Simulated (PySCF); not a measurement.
Computed properties of Al(H)(NH2)2 (AlH5N2), SMILES [NH2][AlH][NH2]

Al(H)(NH2)2 (AlH₅N₂), SMILES [NH2][AlH][NH2]. Geometry: B3LYP-D3(BJ)/def2-TZVP. The values are those of a single conformer. All values are computed for the isolated molecule unless a solvent is named; none is compared with measurement here.

**Structure.** The optimised structure has C2v symmetry. All 18 harmonic modes at B3LYP-D3(BJ)/def2-TZVP (PySCF) are real, so it is a minimum. With heavy atoms numbered as in [AlH:1]([NH2:3])[NH2:6], the shortest bond between them is Al1–N3 at 1.773 Å and the longest Al1–N6 at 1.773 Å.

**Vibrations.** The strongest infrared lines (harmonic, unscaled, degenerate partners summed) lie at 386 cm⁻¹ (302 km/mol, H 88 %, N 12 %), 879 cm⁻¹ (235 km/mol, Al 49 %, N 38 %, H 13 %), 1960 cm⁻¹ (166 km/mol, H 97 %). The softest mode is at 206 cm⁻¹ and the zero-point energy is 36.1 kcal/mol.

**Electronic structure.** PBE0/def2-TZVPD (PySCF) places the frontier levels at -7.00 and -0.15 eV, a gap of 6.85 eV, and gives a dipole moment of 1.10 D and a mean polarisability of 46.4 bohr³.

**Excitations.** TDDFT-ωB97X/def2-SVPD (PySCF) has S1 at 6.25 eV (198 nm, f = 0.000, dark); the most intense of the 10 singlets computed lies at 6.85 eV (f = 0.16). T1 (TDA) is at 6.06 eV. No vertical singlet excitation falls in the visible range (under 3.1 eV).

**NMR.** GIAO shifts at PBE0/pcSseg-2 (PySCF) (non-relativistic, atoms alike by connectivity averaged): ¹H from 0.6 to 4.3 ppm against TMS.
